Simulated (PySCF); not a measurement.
Species: `[SiH2](F)/C(C)=C\C=C`. The columns A, B, C and D hold Mulliken, IAO, Hirshfeld and ESP-fitted charges (e) of one PBE0/pcSseg-1 density (PySCF), in a shuffled order. Coordinates in Å (GFN2-xTB); the density's dipole moment is (1.38, -1.25, 0.10) D.

```json
{"atom": "C1", "x": "2.802", "y": "-1.023", "z": "0.109", "A": "-0.308", "B": "-0.382", "C": "-0.132", "D": "-0.091"}
{"atom": "C2", "x": "1.717", "y": "-0.261", "z": "0.001", "A": "-0.135", "B": "-0.104", "C": "-0.233", "D": "-0.046"}
{"atom": "C3", "x": "0.372", "y": "-0.770", "z": "0.097", "A": "-0.134", "B": "-0.272", "C": "+0.009", "D": "-0.050"}
{"atom": "C4", "x": "-0.742", "y": "-0.028", "z": "0.010", "A": "-0.281", "B": "+0.024", "C": "-0.578", "D": "-0.084"}
{"atom": "C5", "x": "-2.093", "y": "-0.671", "z": "0.122", "A": "-0.413", "B": "-0.518", "C": "-0.171", "D": "-0.118"}
{"atom": "Si6", "x": "-0.724", "y": "1.840", "z": "-0.249", "A": "+1.068", "B": "+0.677", "C": "+0.939", "D": "+0.417"}
{"atom": "F7", "x": "-2.268", "y": "2.309", "z": "-0.221", "A": "-0.545", "B": "-0.323", "C": "-0.439", "D": "-0.206"}
{"atom": "H8", "x": "2.730", "y": "-2.085", "z": "0.277", "A": "+0.150", "B": "+0.177", "C": "+0.115", "D": "+0.049"}
{"atom": "H9", "x": "3.796", "y": "-0.617", "z": "0.034", "A": "+0.157", "B": "+0.173", "C": "+0.118", "D": "+0.050"}
{"atom": "H10", "x": "1.816", "y": "0.804", "z": "-0.167", "A": "+0.136", "B": "+0.135", "C": "+0.108", "D": "+0.045"}
{"atom": "H11", "x": "0.291", "y": "-1.841", "z": "0.253", "A": "+0.137", "B": "+0.201", "C": "+0.098", "D": "+0.046"}
{"atom": "H12", "x": "-2.638", "y": "-0.256", "z": "0.969", "A": "+0.156", "B": "+0.164", "C": "+0.134", "D": "+0.047"}
{"atom": "H13", "x": "-2.683", "y": "-0.465", "z": "-0.770", "A": "+0.155", "B": "+0.164", "C": "+0.133", "D": "+0.047"}
{"atom": "H14", "x": "-2.012", "y": "-1.749", "z": "0.249", "A": "+0.143", "B": "+0.145", "C": "+0.111", "D": "+0.046"}
{"atom": "H15", "x": "-0.259", "y": "2.239", "z": "-1.572", "A": "-0.143", "B": "-0.131", "C": "-0.105", "D": "-0.076"}
{"atom": "H16", "x": "-0.114", "y": "2.581", "z": "0.848", "A": "-0.143", "B": "-0.130", "C": "-0.107", "D": "-0.076"}
```

Which column most likely holds the ESP-fitted charges?

B. Σ q r misses the density's dipole by 0.03 D (B), 0.63 D (D), 0.81 D (C), 1.68 D (A). Charges fitted to the outside potential are the only set here that is tied to the molecule's multipoles.

And the Hirshfeld charges?

D. The mean sizes are 0.093 e (D), 0.221 e (C), 0.233 e (B), 0.263 e (A), and Hirshfeld charges are commonly the smallest of these schemes.

As computed, A = IAO, B = ESP-fitted, C = Mulliken, D = Hirshfeld. Hydrogens on carbon: IAO +0.14 to +0.16, ESP-fitted +0.13 to +0.20, Mulliken +0.10 to +0.13, Hirshfeld +0.05 to +0.05 e.

The ESP scheme is a least-squares fit of atom-centred charges to the potential on four shells outside the van der Waals surface, with the total charge fixed. The Hirshfeld scheme divides the density at each point in proportion to the densities of the neutral, spherically averaged free atoms.

One conformer (not necessarily the lowest) at the GFN2-xTB geometry, without solvent, vibrations or thermal averaging.

The run behind these numbers computed NMR shieldings as well. Hardware: one thread, Arm Neoverse V2 (aarch64), shared host with 32 logical CPUs at a one-minute load of 16. Cost: 28 s of wall time (with the writing of density and orbital grids), 0.77 GiB resident at most.

Conformer computed: `[CH2:1]=[CH:2]/[CH:3]=[C:4](/[CH3:5])[SiH2:6][F:7]`: C1–C2–C3–C4 179°, C3–C4–Si6–F7 -177°.
